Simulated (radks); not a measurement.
Values are calculated unless marked as measured or tabulated.
Species: Cd4+. Configuration: [Kr] 4d8. Level of theory: Dirac Kohn-Sham, BLYP, spin-unpolarised, spherical densities, finite nucleus; open shells are shared between the two j in proportion to 2j + 1; Fermi nuclear charge, rms radius 4.6087 fm (a radial shooting solver on a logarithmic mesh with Libxc functionals).

Normalised radial functions P(r) = r R(r) (large component), r in bohr:

| r | 4s1/2 | 4p1/2 | 4d5/2 |
|---|---|---|---|
| 0.003389 | 0.1381 | 0.0110 | 0.0000 |
| 0.004413 | 0.1675 | 0.0164 | 0.0001 |
| 0.005701 | 0.1985 | 0.0243 | 0.0002 |
| 0.007423 | 0.2309 | 0.0365 | 0.0004 |
| 0.009666 | 0.2597 | 0.0548 | 0.0009 |
| 0.01249 | 0.2778 | 0.0808 | 0.0019 |
| 0.01626 | 0.2771 | 0.1188 | 0.0039 |
| 0.02117 | 0.2443 | 0.1707 | 0.0080 |
| 0.02735 | 0.1699 | 0.2351 | 0.0156 |
| 0.03561 | 0.0417 | 0.3116 | 0.0303 |
| 0.04637 | -0.1320 | 0.3853 | 0.0568 |
| 0.0599 | -0.3124 | 0.4284 | 0.1000 |
| 0.07799 | -0.4445 | 0.4040 | 0.1696 |
| 0.1016 | -0.4320 | 0.2665 | 0.2674 |
| 0.1312 | -0.2166 | 0.0095 | 0.3807 |
| 0.1708 | 0.1850 | -0.3320 | 0.4860 |
| 0.2224 | 0.5840 | -0.6065 | 0.5227 |
| 0.2873 | 0.6936 | -0.6226 | 0.4276 |
| 0.3741 | 0.3309 | -0.2659 | 0.1551 |
| 0.4872 | -0.3942 | 0.3693 | -0.2595 |
| 0.6293 | -1.0409 | 0.9508 | -0.6769 |
| 0.8195 | -1.2541 | 1.1957 | -0.9597 |
| 1.067 | -0.9717 | 1.0051 | -0.9867 |
| 1.378 | -0.5270 | 0.6134 | -0.7998 |
| 1.795 | -0.1895 | 0.2613 | -0.5098 |
| 2.337 | -0.0429 | 0.0743 | -0.2486 |
| 3.019 | -0.0059 | 0.0136 | -0.0902 |
| 3.931 | -0.0004 | 0.0012 | -0.0202 |

4s1/2: eigenvalue -159.21 eV, 3 radial nodes at r = 0.0381, 0.153, 0.426 bohr, <r> = 0.871 bohr, 90 % of the charge inside 1.26 bohr. 4p1/2: eigenvalue -123.94 eV, 2 radial nodes at r = 0.132, 0.421 bohr, <r> = 0.924 bohr, 90 % of the charge inside 1.36 bohr. 4d5/2: eigenvalue -62.015 eV, 1 radial node at r = 0.416 bohr, <r> = 1.16 bohr, 90 % of the charge inside 1.78 bohr.
